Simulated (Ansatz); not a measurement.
n-GeGeGeGeSiH12 (SiGe4H12), relaxed as a singlet with RKS r2SCAN-D4/def2-SVP in Ansatz, starting from the GFN2-xTB geometry. Force threshold 0.02 eV/Å.

Start:

```xyz
17

Ge   -2.3685    0.9227   -0.8615
Ge   -0.5887   -0.1975   -1.9743
Ge    0.6429   -1.7861   -0.6665
Ge    1.5091   -0.9406    1.4141
Si    1.2243    1.3573    1.8290
H    -2.2443    2.4184   -0.8349
H    -2.4794    0.5395    0.5907
H    -3.7331    0.6539   -1.4251
H    -1.1189   -0.8136   -3.2522
H     0.3499    0.8599   -2.5254
H     1.7261   -2.3772   -1.5487
H    -0.2535   -2.9916   -0.4504
H     0.9086   -1.8082    2.5040
H     2.9578   -1.3834    1.4899
H     2.5195    2.0138    2.0083
H     0.5416    1.9669    0.6794
H     0.4066    1.5658    3.0235
```

| step | energy (eV) | largest force component (eV/Å) | SCF passes |
| --- | --- | --- | --- |
| 1 | -234114.3872 | 0.603 | 15 |
| 2 | -234114.5932 | 0.133 | 18 |
| 3 | -234114.6171 | 0.064 | 18 |
| 4 | -234114.6232 | 0.033 | 18 |
| 5 | -234114.6298 | 0.040 | 17 |
| 6 | -234114.6322 | 0.025 | 18 |
| 7 | -234114.6408 | 0.124 | 16 |
| 8 (rejected) | -234114.6338 | 0.292 | 17 |
| 9 | -234114.6451 | 0.010 | 17 |
| 10 | -234114.6458 | 0.094 | 17 |
| 11 | -234114.6461 | 0.108 | 18 |
| 13 | -234114.6488 | 0.005 | 18 |
| 15 (rejected) | -234114.6497 | 0.231 | 17 |
| 17 | -234114.6567 | 0.140 | 17 |
| 19 | -234114.6611 | 0.077 | 18 |
| 21 | -234114.6688 | 0.048 | 17 |
| 23 | -234114.6760 | 0.174 | 17 |
| 25 | -234114.6868 | 0.045 | 16 |
| 27 (rejected) | -234114.6855 | 0.160 | 17 |
| 29 | -234114.6926 | 0.005 | 18 |
| 31 | -234114.6936 | 0.049 | 18 |
| 33 | -234114.6941 | 0.026 | 19 |
| 34 | -234114.6942 | 0.020 | 18 |

Force components are those of the run's own axes.

End:

```xyz
17

Ge   -2.329    1.064   -1.054
Ge   -0.439   -0.122   -1.990
Ge    0.288   -1.857   -0.458
Ge    1.875   -0.914    1.111
Si    1.038    1.102    2.059
H    -2.599    2.376   -1.808
H    -2.072    1.394    0.425
H    -3.583    0.179   -1.139
H    -0.835   -0.720   -3.352
H     0.727    0.854   -2.231
H     0.924   -3.035   -1.219
H    -0.933   -2.398    0.309
H     2.203   -1.930    2.220
H     3.181   -0.612    0.354
H     2.015    1.680    3.032
H     0.791    2.100    0.974
H    -0.251    0.837    2.768
```

By distances, no bond broke or formed. The bond that changes most is Ge1–Ge2, from 2.38 to 2.42 Å (atoms count from 1).

The force fell under the threshold at step 9, but the optimiser went on and released 0.049 eV more. No frequencies were taken in this run, so the end may be a saddle point.

Run time 2.3 min (4 threads of Arm Neoverse V2 on a shared host).
